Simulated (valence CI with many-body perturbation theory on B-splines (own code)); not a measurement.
## E1 line list for Pm⁵⁶⁺

Computed by configuration interaction combined with many-body perturbation theory (CI+MBPT): three valence electrons over a frozen Dirac-Fock core [He], a basis of 11 s, 11 p, 9 d, 7 f, 5 g, 2 h, 1 i functions for each j, with the one-electron correlation potential Σ1 (screened to all orders), the two-electron term Σ2, the three-electron term Σ3, Breit, model QED; selected single and double excitations, second order for the rest (own B-spline code, finite nucleus).

No measured spectrum was set against this ion. As an estimate, large intervals hold to a few tenths of a per cent, small ones and those within an open d or f shell to about a per cent.

Lines 101 to 150 of 280 in falling wavelength, among levels below 8150.3 eV, chosen from the strongest by gf and those to the six lowest levels. Wavelengths and rates use the calculated energies. Electric multipoles are in the length gauge, E1 and E2 with the static RPA response of the core. Weak lines are less certain than strong ones. Lines between different terms over intervals too small for the method are left out, as are lines whose strength nearly cancels. The highest levels of a list are the least certain.

Levels are named by their leading jj configuration (3d3/2^4 stands for four electrons in 3d with j = 3/2), which in mixed levels can hold well under half, so a name can repeat and another be missing. Letters in brackets count levels of one name in rising energy.

| λ vac (nm) | Upper | Lower | A (s⁻¹) | S (a.u.) |
| --- | --- | --- | --- | --- |
| 1.315 | (2p1/2 2p3/2^2) J=1/2 | (2s 2p1/2 2p3/2) J=3/2 [a] | 2.89e+10 | 6.47e-05 |
| 0.8662 | (2p1/2 2p3/2^2) J=3/2 | (2s 2p1/2^2) J=1/2 | 2.32e+10 | 2.98e-05 |
| 0.8438 | (2s 2p3/2^2) J=3/2 | (2s^2 2p1/2) J=1/2 | 2.63e+10 | 3.12e-05 |
| 0.2030 | (2s 2p1/2 3s) J=1/2 [a] | (2s 2p1/2 2p3/2) J=1/2 | 3.16e+12 | 2.61e-05 |
| 0.2023 | (2s 2p1/2 3s) J=3/2 | (2s 2p1/2 2p3/2) J=1/2 | 2.09e+12 | 3.42e-05 |
| 0.2022 | (2s^2 3p1/2) J=1/2 | (2s 2p1/2 2p3/2) J=3/2 [a] | 8.75e+11 | 7.13e-06 |
| 0.2019 | (2p1/2 2p3/2 3s) J=5/2 | (2p1/2 2p3/2^2) J=5/2 | 3.79e+13 | 9.24e-04 |
| 0.2015 | (2s 2p1/2 3s) J=1/2 [b] | (2s 2p1/2 2p3/2) J=1/2 | 3.21e+13 | 2.59e-04 |
| 0.2006 | (2s 2p3/2 3s) J=5/2 | (2s 2p3/2^2) J=5/2 | 4.38e+13 | 1.05e-03 |
| 0.2005 | (2s 2p1/2 3s) J=3/2 | (2s 2p1/2 2p3/2) J=5/2 | 6.87e+13 | 1.09e-03 |
| 0.2000 | (2s 2p1/2 3s) J=1/2 [a] | (2s 2p1/2 2p3/2) J=3/2 [a] | 8.00e+13 | 6.32e-04 |
| 0.1999 | (2s 2p3/2 3s) J=3/2 [a] | (2s 2p3/2^2) J=5/2 | 6.88e+13 | 1.08e-03 |
| 0.1999 | (2s^2 3s) J=1/2 | (2s^2 2p3/2) J=3/2 | 8.77e+13 | 6.91e-04 |
| 0.1993 | (2s 2p1/2 3s) J=3/2 | (2s 2p1/2 2p3/2) J=3/2 [a] | 5.64e+12 | 8.81e-05 |
| 0.1986 | (2s 2p1/2 3s) J=1/2 [b] | (2s 2p1/2 2p3/2) J=3/2 [a] | 1.74e+12 | 1.35e-05 |
| 0.1974 | (2s^2 3p3/2) J=3/2 | (2s 2p1/2 2p3/2) J=5/2 | 6.43e+11 | 9.77e-06 |
| 0.1963 | (2s^2 3p3/2) J=3/2 | (2s 2p1/2 2p3/2) J=3/2 [a] | 4.30e+11 | 6.42e-06 |
| 0.1940 | (2s 2p1/2 3d3/2) J=3/2 [a] | (2s 2p1/2 2p3/2) J=1/2 | 4.21e+12 | 6.07e-05 |
| 0.1938 | (2p1/2^2 3p1/2) J=1/2 | (2s 2p1/2 2p3/2) J=1/2 | 1.67e+12 | 1.20e-05 |
| 0.1933 | (2p1/2 2p3/2 3d3/2) J=5/2 [a] | (2p1/2 2p3/2^2) J=5/2 | 3.85e+13 | 8.24e-04 |
| 0.1930 | (2p1/2^2 3d3/2) J=3/2 | (2p1/2^2 2p3/2) J=3/2 | 1.19e+14 | 1.69e-03 |
| 0.1928 | (2p1/2 2p3/2 3d5/2) J=3/2 | (2p1/2 2p3/2^2) J=1/2 | 5.85e+13 | 8.27e-04 |
| 0.1928 | (2s 2p1/2 3d3/2) J=3/2 [b] | (2s 2p1/2 2p3/2) J=1/2 | 4.13e+12 | 5.84e-05 |
| 0.1925 | (2s 2p1/2 3d3/2) J=1/2 | (2s 2p1/2 2p3/2) J=1/2 | 5.61e+13 | 3.95e-04 |
| 0.1923 | (2p1/2 2p3/2 3d3/2) J=3/2 [b] | (2p1/2 2p3/2^2) J=5/2 | 8.37e+13 | 1.18e-03 |
| 0.1923 | (2s 2p3/2 3d5/2) J=5/2 [a] | (2s 2p3/2^2) J=3/2 | 6.90e+13 | 1.45e-03 |
| 0.1923 | (2s 2p1/2 3d3/2) J=3/2 [a] | (2s 2p1/2 2p3/2) J=5/2 | 3.31e+12 | 4.64e-05 |
| 0.1923 | (2s 2p3/2 3d5/2) J=3/2 [a] | (2s 2p3/2^2) J=1/2 | 7.04e+13 | 9.88e-04 |
| 0.1922 | (2s 2p1/2 3p1/2) J=1/2 [b] | (2s^2 2p3/2) J=3/2 | 1.23e+12 | 8.62e-06 |
| 0.1922 | (2s 2p1/2 3d5/2) J=5/2 [a] | (2s 2p1/2 2p3/2) J=3/2 [b] | 6.60e+13 | 1.39e-03 |
| 0.1916 | (2s 2p3/2 3d5/2) J=1/2 | (2s 2p3/2^2) J=1/2 | 6.15e+14 | 4.27e-03 |
| 0.1915 | (2s 2p1/2 3d3/2) J=5/2 | (2s 2p1/2 2p3/2) J=5/2 | 1.22e+14 | 2.53e-03 |
| 0.1914 | (2p1/2 2p3/2 3d5/2) J=5/2 [a] | (2p1/2 2p3/2^2) J=5/2 | 2.05e+14 | 4.25e-03 |
| 0.1914 | (2s 2p3/2 3d3/2) J=3/2 [b] | (2s 2p3/2^2) J=3/2 | 2.66e+14 | 3.69e-03 |
| 0.1914 | (2s 2p3/2 3d3/2) J=3/2 [b] | (2s 2p3/2^2) J=1/2 | 2.22e+14 | 3.07e-03 |
| 0.1913 | (2s 2p3/2 3d3/2) J=1/2 [b] | (2s 2p3/2^2) J=3/2 | 1.42e+14 | 9.78e-04 |
| 0.1913 | (2s 2p3/2 3d3/2) J=5/2 [a] | (2s 2p3/2^2) J=5/2 | 5.36e+13 | 1.11e-03 |
| 0.1913 | (2s 2p3/2 3d3/2) J=1/2 [b] | (2s 2p3/2^2) J=1/2 | 1.20e+14 | 8.28e-04 |
| 0.1912 | (2s 2p1/2 3d3/2) J=3/2 [a] | (2s 2p1/2 2p3/2) J=3/2 [a] | 5.79e+13 | 8.00e-04 |
| 0.1912 | (2p1/2^2 3d5/2) J=5/2 | (2p1/2^2 2p3/2) J=3/2 | 6.61e+14 | 1.37e-02 |
| 0.1912 | (2s 2p1/2 3d5/2) J=5/2 [b] | (2s 2p1/2 2p3/2) J=3/2 [b] | 5.45e+14 | 1.13e-02 |
| 0.1912 | (2s 2p1/2 3d5/2) J=3/2 | (2s 2p1/2 2p3/2) J=3/2 [b] | 1.17e+14 | 1.62e-03 |
| 0.1912 | (2s 2p3/2 3d3/2) J=3/2 [a] | (2s 2p3/2^2) J=5/2 | 1.00e+14 | 1.38e-03 |
| 0.1911 | (2s 2p1/2 3d5/2) J=3/2 | (2s 2p1/2 2p3/2) J=1/2 | 5.30e+14 | 7.31e-03 |
| 0.1911 | (2s 2p1/2 3d3/2) J=3/2 [b] | (2s 2p1/2 2p3/2) J=5/2 | 2.80e+13 | 3.86e-04 |
| 0.1910 | (2p1/2^2 3p1/2) J=1/2 | (2s 2p1/2 2p3/2) J=3/2 [a] | 3.71e+12 | 2.55e-05 |
| 0.1909 | (2p1/2 2p3/2 3d5/2) J=5/2 [b] | (2p1/2 2p3/2^2) J=5/2 | 3.60e+14 | 7.43e-03 |
| 0.1908 | (2p1/2 2p3/2 3d5/2) J=3/2 | (2p1/2 2p3/2^2) J=3/2 | 4.63e+14 | 6.35e-03 |
| 0.1908 | (2p1/2 2p3/2 3d5/2) J=5/2 [a] | (2p1/2 2p3/2^2) J=3/2 | 4.76e+14 | 9.79e-03 |
| 0.1908 | (2p1/2 2p3/2 3d5/2) J=7/2 [b] | (2p1/2 2p3/2^2) J=5/2 | 1.09e+15 | 2.99e-02 |
